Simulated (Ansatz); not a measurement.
A nudged elastic band was laid between two geometries of H7W (8 atoms, charge 0, multiplicity 2).

These are results of UKS LDA/def2-SVP (Ansatz 0.2.0), not measurements.

| Item | Value |
| --- | --- |
| movable images | 7 |
| climbing image | yes |
| spring | 5.0 eV/Å² |
| optimiser | quadratic models (default) |
| start path | straight line |
| force threshold | 0.03 eV/Å |
| iteration limit | 60 |
| end points | relaxed |

First end point:

```xyz
8
Properties=species:S:1:pos:R:3
W 0.098 -0.098 -0.213
H -0.311 0.312 1.570
H 1.515 0.382 0.584
H -0.075 1.426 0.497
H -1.427 0.074 0.498
H -0.382 -1.516 0.583
H 0.257 -0.257 -1.982
H 0.324 -0.323 1.642
```

Last end point:

```xyz
8
Properties=species:S:1:pos:R:3
W 0.110 -0.116 -0.199
H -0.240 -0.400 1.647
H 1.551 0.391 0.549
H -0.168 1.395 0.486
H -1.374 0.288 0.484
H -0.533 -1.510 0.533
H 0.227 -0.233 -1.970
H 0.426 0.185 1.650
```

Task: Which bonds break or form, and what moves?

Result: No bond is made or broken.

Task: Give the energies along the band, and the barrier.

Result: The run converged. The highest image is number 0 of 0 to 8, 0.000 eV above the first end and 0.049 eV above the last; the last end lies 0.049 eV below the first. The highest image is an end point: on this band no image between the ends rises above it.

| image | path coordinate (Å) | energy (eV) |
| --- | --- | --- |
| 0 | 0.00 | 0.000 |
| 1 | 0.03 | 0.000 |
| 2 | 0.18 | -0.004 |
| 3 | 0.33 | -0.012 |
| 4 | 0.48 | -0.024 |
| 5 | 0.63 | -0.035 |
| 6 | 0.78 | -0.042 |
| 7 | 0.93 | -0.047 |
| 8 | 1.08 | -0.049 |

Time of the run: 73 s on 1 thread of Intel(R) Xeon(R) Platinum 8488C (Sapphire Rapids), on a shared host, peak memory 0.15 GiB.
